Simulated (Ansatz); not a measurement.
Reactions of C3ClN3Sn, SMILES `N#[C][Sn]([Cl])([C]#N)[C]#N`.

Computed with Ansatz on PBE0-D4/def2-TZVP structures; ΔE is electronic, products minus reactants. CCSD(T)/CBS adds triple-zeta CCSD(T) − MP2 to the extrapolated MP2 energy (def2 sets, frozen cores). This one scheme is used for every species, atoms too. For atomizations the MP2-based limit and the directly extrapolated one differ by several kJ/mol either way, and by 10 to 25 for some Ge, Se and Sn compounds, so smaller differences from it don't rank the levels. DFT in def2-TZVPP. No spin–orbit coupling; open shells (•) take unrestricted orbitals. Spin–orbit coupling would lower the free atoms: a little for C, Cl; strongly for Sn. def2 core potentials past Kr. Bonds to Sn are less sure, by a few kJ/mol each and by 10 to 20 or more in all where they break to atoms, as the def2 sets lack core-valence functions. One conformer a species, not always the lowest.

| reaction | B2PLYP (eV) | CCSD(T)/CBS(def2) (eV) |
| --- | --- | --- |
| `N#[C][Sn]([Cl])([C]#N)[C]#N` + `C#N` → `N#[C][Sn]([C]#N)([C]#N)[C]#N` + HCl | 0.82 | 0.80 |
| `N#[C][Sn]([Cl])([C]#N)[C]#N` + H₂ → `N#[C][SnH]([C]#N)[C]#N` + HCl | 0.45 | 0.50 |
| `N#[C][Sn]([Cl])([C]#N)[C]#N` + `C=C[SiH](F)Cl` → `N#[C][Sn]([Cl])([Cl])[C]#N` + `C=C[SiH](F)C#N` | -0.13 | -0.10 |
| `N#[C][Sn]([Cl])([C]#N)[C]#N` + H–F → `N#[C][Sn]([F])([C]#N)[C]#N` + HCl | 0.36 | 0.44 |
| `N#[C][Sn]([Cl])([C]#N)[C]#N` → 3 C• + Cl• + 3 N• + Sn• | 37.69 | 37.99 |
| `N#[C][Sn]([Cl])([C]#N)[C]#N` + HCl → `N#[C][Sn]([Cl])([Cl])[C]#N` + `C#N` | -0.83 | -0.81 |

Largest T1 diagnostic: 0.015, for `N#[C][Sn]([C]#N)([C]#N)[C]#N`.
